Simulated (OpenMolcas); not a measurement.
Cr4+ among 6 point charges of -2.2 e arranged as an octahedron (Oh), 2.12 Å from the ion.
```
   2.1200    0.0000    0.0000  -2.20
   0.0000    2.1200    0.0000  -2.20
  -2.1200    0.0000    0.0000  -2.20
   0.0000   -2.1200    0.0000  -2.20
   0.0000    0.0000    2.1200  -2.20
   0.0000    0.0000   -2.1200  -2.20
```

- Program: OpenMolcas
- Method: CASSCF
- Basis: ANO-RCC-VDZP [5s4p2d1f]
- Scalar Hamiltonian: DKH2, point nucleus
- Active space: 2 electrons in 5 orbitals (3d)
- State averaging: 2S+1 = 3 even, 10 roots; 2S+1 = 1 even, 15 roots
- Spin-orbit coupling: state interaction with AMFI integrals over the reference wave functions

**Question.** What is the spin-free ground state (labels of O, the rotations of Oh)?

**Answer.** 3T1, 3-fold in its orbital part, 100 % from free-ion F terms; it has the highest spin that d2 allows.

**Question.** Where is the first state of the same spin?

**Answer.** 3T2 at 2170 cm-1 above the ground state.

**Question.** What are the lowest two levels with spin-orbit coupling?

**Answer.** A 2-fold level E, then a 3-fold level T2 81.8 cm-1 above it. Their leading multiplicities are 3 (100 %) and 3 (100 %).

**Question.** What is χT at 300 K, and how does it compare with the textbook value?

**Answer.** The lowest level has 2S+1 = 3, for which the spin-only value is χT = S(S+1) / 2 = 1.000 cm3 K/mol (g = 2). The computed 0.587 at 300 K differs by -0.413, through orbital momentum, spin-orbit coupling and any other state in reach. With a threefold ground state the orbital momentum is unquenched, so the spin-only value is not expected to hold.

**Question.** Which ligand-field parameters describe the states?

**Answer.** A least-squares ligand-field fit to the states below 45000 cm-1, each weighted by its degeneracy and with a free common offset, gives 10Dq = 2704 cm-1, B = 1273 cm-1 and C = 4765 cm-1 (C/B = 3.74), with an rms deviation of 46 cm-1. 

An orbital triplet at a regular site is open to Jahn-Teller coupling, which can distort the site and quench the lowest spin-orbit gaps and is left out. Without dynamic correlation the repulsion within the d shell is too large (B by tens of per cent), so at a given field states of lower spin stand too high. This field is weak: 10Dq is about 2704 cm-1, while octahedral complexes of 3d ions of charge 3 and more, computed by the same method with explicit ligands, had a median near 15000 cm-1. Ground spin and moment need not be those of a real site. The ground term spreads over less than 5000 cm-1, several times less than with real ligands, so orbital moments are less quenched and χT lies further from the spin-only value than at real sites. This is an electrostatic model: the charges have no orbitals. No measured value stands beside these numbers.
